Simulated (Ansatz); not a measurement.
# A basis-limit estimate, worked out

The pair of Cl⁻ (SMILES [Cl-], atom 1) and CH₂O (SMILES C=O, atoms 2–5), both closed shells, in one local arrangement (a lower one may exist), relaxed at PBE0-D4/def2-TZVPD:

```
atom    x (Å)    y (Å)    z (Å)
 Cl1   0.2521  -0.1518  -2.2697
  C2  -0.0632   0.0377   0.5537
  O3  -1.0542   0.4222   1.1316
  H4   0.1080  -1.0242   0.3143
  H5   0.7574   0.7161   0.2701
```

Both fragments are computed in the basis of the whole pair.

Ansatz 0.2.0; basis: def2-TZVPPD and def2-QZVPPD; cores frozen in the correlated methods.

Energies in eV:

| quantity | pair | first fragment | second fragment |
| --- | --- | --- | --- |
| Hartree–Fock, triple zeta (X = 3) | -15605.59966 | -12505.39469 | -3099.84111 |
| Hartree–Fock, quadruple zeta (X = 4) | -15606.05760 | -12505.71713 | -3099.97360 |
| MP2 correlation, X = 3 | -16.44659 | -5.57390 | -10.78755 |
| MP2 correlation, X = 4 | -17.76432 | -6.12034 | -11.53318 |
| CCSD(T) correlation, X = 3 | -17.83988 | -6.24794 | -11.51780 |

Question: Work out the interaction energy at the basis limit: extrapolate Hartree–Fock as E(X) = E∞ + A exp(−7.88 √X) and the MP2 correlation as E(X) = E∞ + B X^−2.97 (the exponents that Neese and Valeev fitted for def2-TZVPP and QZVPP, reused here for the diffuse sets), then add CCSD(T) − MP2 in triple zeta.

Answer: Each step is linear, so take the differences first (pair − first fragment − second fragment): Hartree–Fock -0.36386 (X = 3) and -0.36687 (X = 4); MP2 correlation -0.08514 and -0.11080; CCSD(T) correlation -0.07414.
Two points give E∞ = E(4) + w [E(4) − E(3)], with w = 1/(exp(7.88 (2 − √3)) − 1) = 0.1377 for Hartree–Fock and w = 1/((4/3)^2.97 − 1) = 0.7407 for the correlation.
Hartree–Fock: -0.36687 + 0.1377 × (-0.00301) = -0.3673 eV.
MP2 correlation: -0.11080 + 0.7407 × (-0.02566) = -0.1298 eV.
CCSD(T) − MP2: -0.07414 − (-0.08514) = 0.0110 eV.
Sum: -0.3673 + (-0.1298) + 0.0110 = -0.4861 eV, or -11.21 kcal/mol. Plain CCSD(T) in triple zeta gives -0.4380 eV, so the larger basis shifts the result by -0.0481 eV.

The T1 diagnostic stays at or below 0.017.

For scale, one of the runs: CCSD(T)/def2-TZVPPD, 162 basis functions, launched by `ansatz run in.yaml --threads 2 --pin off --events-out ev --progress --plain --max-ram 5222MiB`. Time: 10 s of wall clock on 2 CPU threads of an Intel Xeon Platinum 8259CL; the host was shared. Peak host memory: 0.9 GiB.
